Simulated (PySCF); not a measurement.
1-bromo-2,2-dichloro-1-fluoroethene (C2BrCl2F), SMILES C(=C(Br)F)(Cl)Cl.

The structure is a stationary point at PBE0-D3(BJ)/def2-SVP.

Two levels are set side by side: PBE/def2-TZVP (PySCF) and CAM-B3LYP/def2-TZVP (PySCF). Same geometry, gas phase. Differences are taken from unrounded values.

```tsv
quantity	CAM-B3LYP
orbital gap (eV)	8.94
highest occupied level (eV)	-8.56
lowest empty level (eV)	0.39
dipole moment (D)	0.61
mean polarisability (bohr³)	67.4
```

Question: What does PBE give, and how far is it from CAM-B3LYP? (The exact figures need the calculation; the answer reports its results.)

Answer: 
```
quantity                       PBE  PBE minus CAM-B3LYP
---------------------------  -----  -------------------
orbital gap (eV)              4.33                -4.61
highest occupied level (eV)  -6.06                 2.50
lowest empty level (eV)      -1.72                -2.11
dipole moment (D)             0.49                -0.13
mean polarisability (bohr³)   70.3                  2.8
```

Without exact exchange PBE keeps part of each electron's self-repulsion, which lifts occupied levels and narrows the gap. Loosely held outer electrons make PBE densities more polarisable. Differences between two approximate levels are no errors against the true value.

Rough cost on one machine, each run with all the roots and properties that it gave: CAM-B3LYP against PBE within a factor of 2.
